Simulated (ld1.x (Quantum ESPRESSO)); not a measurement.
## Cs (Z = 55), ultrasoft: configuration errors across variants

caesium (Cs), ultrasoft, made with ld1.x (Quantum ESPRESSO) 7.5 (LDA (PZ), scalar-relativistic). Core [Kr] 4d10, reference 5s2 5p6 5d0 6s1 6p0. Waves: 5s (bound): rcut 2.25, rcutus 2.80 bohr; 6s (bound): rcut 2.25, rcutus 2.80 bohr; 5p (bound): rcut 3.20, rcutus 3.40 bohr; 6p (bound, empty): rcut 3.20, rcutus 3.40 bohr; 5d (bound, empty): rcut 3.20, rcutus 4.30 bohr; 5d channel at 1.2 Ry: rcut 3.20, rcutus 4.30 bohr. Local part: all-electron potential smoothed inside 3.35 bohr (lloc = -1). Core correction: a·sin(br)/r model core, default radius (core density twice the valence density). Augmentation charge: PSQ, inside the norm-conserving radii.

All-electron excitation energies from the reference (eV): (1) 5s2 5p6 5d0 6s0 6p0 3.999; (2) 5s2 5p6 5d0 6s0.5 6p0 1.555; (3) 5s2 5p6 5d0 6s0 6p1 1.476; (4) 5s2 5p6 5d0.5 6s0.5 6p0 0.867.

The default core radius of the base comes out at 1.26 bohr.

The overlap operator is not positive definite (basis up to 400 Ry) in “base”, “wave 5d channel at 1.2 Ry: rcut 3.20, rcutus 4.30 bohr becomes 5d channel at 2.12 Ry: rcut 3.20, rcutus 4.30 bohr”, “core correction a·sin(br)/r model core inside 3.42 bohr”, “waves 5d (bound): rcut 3.20, rcutus 5.34 bohr; 5d channel at 1.2 Ry: rcut 3.20, rcutus 5.34 bohr”. Such files are unfit for use, however small their errors in these radial tests.

3 further variants failed, have other tests or too few solved ones, and are left out.

Errors AE − PS in meV (a dash: test not solved or not reliable):

```tsv
change	(1)	(2)	(3)	(4)	bound ghosts
base	-1.8	-0.4	-9.7	-0.7	not determined (overlap not positive)
wave 5d channel at 1.2 Ry: rcut 3.20, rcutus 4.30 bohr becomes 5d channel at 2.12 Ry: rcut 3.20, rcutus 4.30 bohr	-1.8	-0.4	-9.7	-0.7	not determined (overlap not positive)
local potential all-electron potential smoothed inside 4.42 bohr (lloc = -1)	-1.4	-0.3	-5.8	-0.7	none
core correction a·sin(br)/r model core inside 3.42 bohr	-0.9	-0.3	-4.1	-0.6	not determined (overlap not positive)
waves 5d (bound): rcut 3.20, rcutus 5.34 bohr; 5d channel at 1.2 Ry: rcut 3.20, rcutus 5.34 bohr	-1.8	-0.4	-9.7	-0.7	not determined (overlap not positive)
```

Q: Give the same row for: waves 5s (bound): rcut 1.94, rcutus 2.06 bohr; 6s (bound): rcut 1.94, rcutus 2.06 bohr.

A: -0.7, -0.1, -4.3, -0.6; bound ghosts: none.
